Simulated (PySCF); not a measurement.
Harmonic spectrum computed at PBE in the def2-SVP basis family (core potentials from Rb on, PySCF, no spin–orbit coupling):

```
symmetry  ω (cm⁻¹)  IR (km/mol, summed over degenerate members)
      e'        63                                          1.1
    a2''       142                                          5.6
     a1'       156                                          0.0
      e'       422                                          242
```

Problem. Which molecule gave it? In each, all ligands are bound to the one heavy central atom.
A. SnI₃ (doublet)
B. AlI₃ (singlet)
C. ZrI₃ (doublet)
D. TiI₃ (doublet)
E. PI₃ (singlet)

Solution. B. It has D3h symmetry with Al–I 2.475 Å (×3).
